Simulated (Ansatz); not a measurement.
Consider the atomization: `[CH3][GeH2][C](=N)Cl` → 2 C• + Cl• + Ge• + 6 H• + N•.

Isolated molecules relaxed with PBE0-D4/def2-TZVP in Ansatz; ΔE leaves out vibrations. CBS: MP2 limit from def2 TZ/QZ plus the TZ coupled-cluster correction, frozen cores. This one scheme is used for every species, atoms too. For atomizations the MP2-based limit and the directly extrapolated one differ by several kJ/mol either way, and by 10 to 25 for some Ge, Se and Sn compounds, so smaller differences from it don't rank the levels. DFT in def2-TZVPP. No spin–orbit coupling; open shells (•) take unrestricted orbitals. Spin–orbit coupling would lower the free atoms: a little for C, Cl; clearly for Ge. Bonds to Ge are less sure, by a few kJ/mol each and by 10 to 20 or more in all where they break to atoms, as the def2 sets lack core-valence functions. Scalar relativity is left out up to krypton. One conformer a species, not always the lowest.

```tsv
level	ΔE (kcal/mol)
LC-ωPBE	900.3
MP2/def2-SVP	859.1
MP2/def2-TZVPP	896.3
HF/CBS(def2)	632.1
```

(1) What does CCSD(T)/CBS give? (Best estimate.)

Largest T1 diagnostic among the species: 0.012.

## Answers

(1) The calculation gave: +907.1 kcal/mol. The listed levels differ from it by -6.8, -48.0, -10.8, -275.0 kcal/mol.

From PBE to PBE0 (25 % exact exchange), in def2-TZVPP and without D4, ΔE moves by −19.0 kcal/mol: exact exchange takes away binding that semilocal exchange gives to molecules. At CCSD(T), def2-SVP lies −55.9 kcal/mol from the extrapolated value and def2-TZVPP −22.9 kcal/mol: correlation converges slowly with the basis, and small sets miss more of it in the bonded molecule than in its fragments.
